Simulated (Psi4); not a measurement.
F$_{3}$Ga, triplet, geometry from GFN2-xTB (such geometries of metal compounds can be far from the true shape) (a higher spin typed on purpose: for a closed-shell molecule this is an excited state); TPSS/3-21G (Psi4 1.11).

The Psi4 input:
```
memory 2 GB

molecule mol {
0 3
  Ga   -0.229355   -0.050166    0.164894
  F    -1.724005   -1.240328   -0.086008
  F     0.693314    1.527122   -0.775390
  F     1.820692   -0.114002    0.293429
symmetry c1
no_reorient
no_com
}

set basis 3-21g
set reference uks

energy('tpss')
print_variables()
```

What the program printed (banner, timings and long lists left out):

```
   => Loading Basis Set <=

    Name: 3-21G
    Role: ORBITAL
    Keyword: BASIS

         ---------------------------------------------------------
                                   SCF
               by Justin Turney, Rob Parrish, Andy Simmonett
                          and Daniel G. A. Smith
                              UKS Reference
         ---------------------------------------------------------

  ==> Geometry <==

    Molecular point group: c1
    Full point group: C1

    Geometry (in Angstrom), charge = 0, multiplicity = 3:

       Center              X                  Y                   Z               Mass
    ------------   -----------------  -----------------  -----------------  -----------------
         GA          -0.229355000000    -0.050166000000     0.164894000000    68.925573500000
         F           -1.724005000000    -1.240328000000    -0.086008000000    18.998403162730
         F            0.693314000000     1.527122000000    -0.775390000000    18.998403162730
         F            1.820692000000    -0.114002000000     0.293429000000    18.998403162730

  Running in c1 symmetry.

  Rotational constants: A =      0.31940  B =      0.09760  C =      0.07770 [cm^-1]
  Rotational constants: A =   9575.26288  B =   2925.98769  C =   2329.37303 [MHz]
  Nuclear repulsion =  262.198088890466693

  Charge       = 0
  Multiplicity = 3
  Electrons    = 58
  Nalpha       = 30
  Nbeta        = 28

  ==> Algorithm <==

  SCF Algorithm Type is DF.
  DIIS enabled.
  MOM disabled.
  Fractional occupation disabled.
  Guess Type is SAD.
  Energy threshold   = 1.00e-06
  Density threshold  = 1.00e-06
  Integral threshold = 1.00e-12

  ==> Primary Basis <==

  Basis Set: 3-21G
    Blend: 3-21G
    Number of shells: 25
    Number of basis functions: 50
    Number of Cartesian functions: 50
    Spherical Harmonics?: false
    Max angular momentum: 2

  ==> DFT Potential <==

   => LibXC <=

    Version 7.1.2
    S. Lehtola, C. Steigemann, M. J. T. Oliveira, and M. A. L. Marques,  SoftwareX 7, 1–5 (2018) (10.1016/j.softx.2017.11.002)

   => Composite Functional: TPSS <=

    TPSS Meta-GGA XC Functional

    J. Tao, et al., Phys. Rev. Lett., 91, 146401, 2003

    Deriv               =              1
    GGA                 =           TRUE
    Meta                =           TRUE

    Exchange Hybrid     =          FALSE
    MP2 Hybrid          =          FALSE

   => Exchange Functionals <=

    1.0000   XC_MGGA_X_TPSS

   => Correlation Functionals <=

    1.0000   XC_MGGA_C_TPSS

   => LibXC Density Thresholds  <==

    XC_MGGA_C_TPSS:  1.00E-15
    XC_MGGA_X_TPSS:  1.00E-15

   => Molecular Quadrature <=

    Radial Scheme          =       TREUTLER
    Pruning Scheme         =           NONE
    Nuclear Scheme         =       TREUTLER

    Blocking Scheme        =         OCTREE
    BS radius alpha        =              1
    Pruning alpha          =              1
    Radial Points          =             75
    Spherical Points       =            302
    Total Points           =          87806
    Total Blocks           =            716
    Max Points             =            255
    Max Functions          =             47
    Weights Tolerance      =       1.00E-15

   => Loading Basis Set <=

    Name: (3-21G AUX)
    Role: JKFIT
    Keyword: DF_BASIS_SCF

  ==> Integral Setup <==

  SCF_SUBTYPE=INCORE selected. In-core MEM_DF algorithm will be used.
  Using in-core AOs.

  ==> MemDFJK: Density-Fitted J/K Matrices <==

    J tasked:                   Yes
    K tasked:                    No
    wK tasked:                   No
    Algorithm:                 Core
    Schwarz Cutoff:           1E-12
    Mask sparsity (%):       6.7200
    Fitting Condition:        1E-10

   => Auxiliary Basis Set <=

  Basis Set: (3-21G AUX)
    Blend: DEF2-UNIVERSAL-JKFIT
    Number of shells: 135
    Number of basis functions: 650
    Number of Cartesian functions: 650
    Spherical Harmonics?: false
    Max angular momentum: 5

[...]
    Total      50      50
   -------------------------

  ==> Iterations <==

                           Total Energy        Delta E     RMS |[F,P]|

   @DF-UKS iter SAD: -2209.17707533777457   -2.20918e+03   0.00000e+00
   @DF-UKS iter   1: -2212.70532208364966   -3.52825e+00   2.14665e-02 DIIS/ADIIS
   @DF-UKS iter   2: -2211.38350106324424    1.32182e+00   3.27765e-02 DIIS/ADIIS
   @DF-UKS iter   3: -2213.21616248088276   -1.83266e+00   5.22511e-03 DIIS/ADIIS
   @DF-UKS iter   4: -2212.96011067331074    2.56052e-01   1.45997e-02 DIIS/ADIIS
   @DF-UKS iter   5: -2213.22859213690344   -2.68481e-01   2.63227e-03 DIIS/ADIIS
   @DF-UKS iter   6: -2213.23606762619056   -7.47549e-03   7.58132e-04 DIIS/ADIIS
   @DF-UKS iter   7: -2213.23482403858861    1.24359e-03   1.18312e-03 DIIS/ADIIS
   @DF-UKS iter   8: -2213.23694632629804   -2.12229e-03   1.60410e-04 DIIS/ADIIS
   @DF-UKS iter   9: -2213.23680374465039    1.42582e-04   3.94253e-04 DIIS/ADIIS
   @DF-UKS iter  10: -2213.23697717838149   -1.73434e-04   3.08223e-05 DIIS
   @DF-UKS iter  11: -2213.23697843564696   -1.25727e-06   6.21385e-06 DIIS
   @DF-UKS iter  12: -2213.23697849066320   -5.50162e-08   2.05766e-06 DIIS
   @DF-UKS iter  13: -2213.23697849669497   -6.03177e-09   1.16084e-07 DIIS
  Energy and wave function converged.

  ==> Post-Iterations <==

   Electrons on quadrature grid:
      Nalpha   =   29.9999088791 ; deviation = -9.112e-05
      Nbeta    =   27.9999288060 ; deviation = -7.119e-05
      Ntotal   =   57.9998376851 ; deviation = -1.623e-04

   @Spin Contamination Metric:   3.283321907E-03
   @S^2 Expected:                2.000000000E+00
   @S^2 Observed:                2.003283322E+00
   @S   Expected:                1.000000000E+00
   @S   Observed:                1.000000000E+00

    Orbital Energies [Eh]
    ---------------------

    Alpha Occupied:

[...]
    Alpha Virtual:

[...]
    Beta Occupied:

[...]
      28A     -0.278136

    Beta Virtual:

[...]
      50A      5.427180

    Final Occupation by Irrep:
              A
    DOCC [    28 ]
    SOCC [     2 ]
    NA   [    30 ]
    NB   [    28 ]

  @DF-UKS Final Energy: -2213.23697849669497

   => Energetics <=

    Nuclear Repulsion Energy =            262.1980888904666926
    One-Electron Energy =               -3615.1922404485262632
    Two-Electron Energy =                1246.0743717692444079
    DFT Exchange-Correlation Energy =    -106.3171987078799674
    Empirical Dispersion Energy =           0.0000000000000000
    VV10 Nonlocal Energy =                  0.0000000000000000
    Total Energy =                      -2213.2369784966949737

  UHF NO Occupations:
  HONO-2 :   28  A 1.9990965
  HONO-1 :   29  A 1.0000000
  HONO-0 :   30  A 1.0000000
  LUNO+0 :   31  A 0.0009035
  LUNO+1 :   32  A 0.0005244
  LUNO+2 :   33  A 0.0000669
  LUNO+3 :   34  A 0.0000607

Computation Completed

Properties will be evaluated at   0.000000,   0.000000,   0.000000 [a0]

Properties computed using the SCF density matrix

 Multipole Moments:

 ------------------------------------------------------------------------------------
     Multipole            Electronic (a.u.)      Nuclear  (a.u.)        Total (a.u.)
 ------------------------------------------------------------------------------------

 L = 1.  Multiply by 2.5417464519 to convert [e a0] to [Debye]
 Dipole X            :          0.0194359            0.0000076            0.0194434
 Dipole Y            :          0.0382123           -0.0000340            0.0381782
 Dipole Z            :          0.0381258           -0.0000132            0.0381125
 Magnitude           :                                                    0.0573427

 ------------------------------------------------------------------------------------

  Variable Map:
  ----------------------------------------------------------------------------
[...]
  Array Variable Map:
  ----------------------------------------------------------------------------
[...]
[...]
```
